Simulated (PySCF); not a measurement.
## UHF on C⁺ (carbon, charge +1)

Configuration: [He] 2s2 3d1, 2D determinant (an excited configuration). Calculation: PySCF 2.14, in x2c-TZVPPall with one added diffuse shell each of s, p, d type (6s4p3d1f, 40 functions); scalar relativity by spin-free X2C-1e.

* Total energy: -36.632106 hartree
* One-electron energy: -45.4645 hartree
* Hartree (Coulomb) energy: 13.2727 hartree
* Exchange energy: -4.4404 hartree
* ⟨S²⟩: 0.7501
* ⟨L²⟩: 6.000
* Sum of ⟨r⟩: 7.236 bohr
* Sum of ⟨r²⟩: 21.75 bohr²
* Traceless quadrupole moment −½Σ⟨3z² − r²⟩ along its main axis: 4.85 e·bohr²
* Langevin diamagnetic susceptibility: -17.2 ×10⁻⁶ cm³/mol

```
shell  electrons  mean orbital energy (hartree)  rms radius, mean of both spins (bohr)
 1s β          1                      -12.37837                                  0.310
 1s α          1                      -12.37767                                  0.310
 2s α          1                       -1.41915                                   1.50
 2s β          1                       -1.41475                                   1.50
 3d α          1                       -0.20981                                   4.13
```

The outer electron is Rydberg-like, and this basis confines it to a smaller radius and binds it less than a complete one would.

Spin-orbit constants ζ (cm⁻¹) from the X2C one-electron operator on these orbitals: bare nucleus, nucleus screened by l(l+1)(2l+1)/3 electrons, and screened by the Breit-Pauli mean field of the electrons.

```json
{"shell": "3d", "bare": "1.396", "screened nucleus": "0.4652", "mean field": "0.3959"}
```

To first order the Landé constant is A = 0.3959 cm⁻¹, so the lowest level has J = 3/2 and lies 7.36e-05 eV below the centre of the term.
